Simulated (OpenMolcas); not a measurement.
Mn IV.

- Program: OpenMolcas 26.06
- Basis: ANO-RCC-VTZP [6s5p3d2f1g]
- Scalar Hamiltonian: DKH2, point nucleus
- Active space: 4 electrons in 5 orbitals (3d)
- State averaging: 2S+1 = 5 even, 5 roots; 2S+1 = 3 even, 45 roots kept (CI in the orbitals of an earlier block); 2S+1 = 1 even, 50 roots kept (CI in the orbitals of an earlier block)
- Spin-orbit coupling: RASSI with atomic mean-field integrals over the reference wave functions, term energies averaged over their components

Two sets of levels on these reference wave functions, in cm-1 above 3d4 5D0: one from CASSCF and one from MS-CASPT2, IPEA 0.25 Eh, imaginary shift 0.1 Eh (closed shells correlated: 3s 3p).

```
     Level  Set 1  Set 2
   3d4 5D0    0.0    0.0
   3d4 5D1    103    101
   3d4 5D2    303    299
   3d4 5D3    591    586
   3d4 5D4    957    954
   3d4 3H4  21970  23720
   3d4 3H5  22190  23940
   3d4 3H6  22440  24180
3d4 3P0(1)  21150  25580
3d4 3P1(1)  21780  26190
3d4 3P2(1)  22870  27280
3d4 3F2(1)  23480  27330
3d4 3F3(1)  23560  27400
3d4 3F4(1)  23680  27520
   3d4 3G3  26320  29970
   3d4 3G4  26580  30230
```

Problem. Which set is which?

Solution. Set 1 is MS-CASPT2. Its levels of the other terms of 3d4 lie at 0.83 to 0.93 of the other set's values, as expected, since terms of lower spin or lower L gain more correlation energy than the Hund ground term. Against 15 measured levels (Corliss and Sugar, J. Phys. Chem. Ref. Data 6, 1253 (1977)) the mean absolute deviation is 520 cm-1 with it and 3000 cm-1 without; single levels miss by up to 910 cm-1 with it.

Term energies are means over components that CASPT2 splits; among the terms shown or strongly mixed into the levels shown the widest spread is 380 cm-1 (3d4 3H, MS-CASPT2). Terms from blocks run as CI alone lack orbitals of their own. Without dynamic correlation excited terms often stand tens of per cent too high (terms of higher spin than the ground term too low), and those without a measured partner can miss by more than the paired ones (holds for CASSCF). The CASPT2 spread within a term exceeds the gap to the next term for 3d4 3H and 3d4 3P(1), so the order of their levels is uncertain (holds for MS-CASPT2). Computed and measured levels are paired by configuration, term and J; levels that our copy of the source lacks, or whose pairing is in doubt (as where it misses far off the trend of its configuration), stay unpaired and out of the deviations. Levels of configurations outside the active space are missing. Levels that lie high or do not pair safely by name in every column are left out.

A number in round brackets counts repeated terms of one configuration in the order of the reference energies.
